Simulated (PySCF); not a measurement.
```xyz
4

Ge    -0.0040     0.0006     0.3547
H     -0.0201     1.4595    -0.1211
H     -1.2521    -0.7487    -0.1310
H      1.2762    -0.7115    -0.1026
```

Charge 0, multiplicity 2.

Give the Mulliken and meta-Löwdin atomic charges from CAM-B3LYP-D3(BJ)/def2-TZVP (PySCF).


```csv
atom,Mulliken (e),meta-Löwdin (e)
Ge1,-0.02,0.13
H2,0.01,-0.04
H3,0.01,-0.04
H4,0.01,-0.04
```
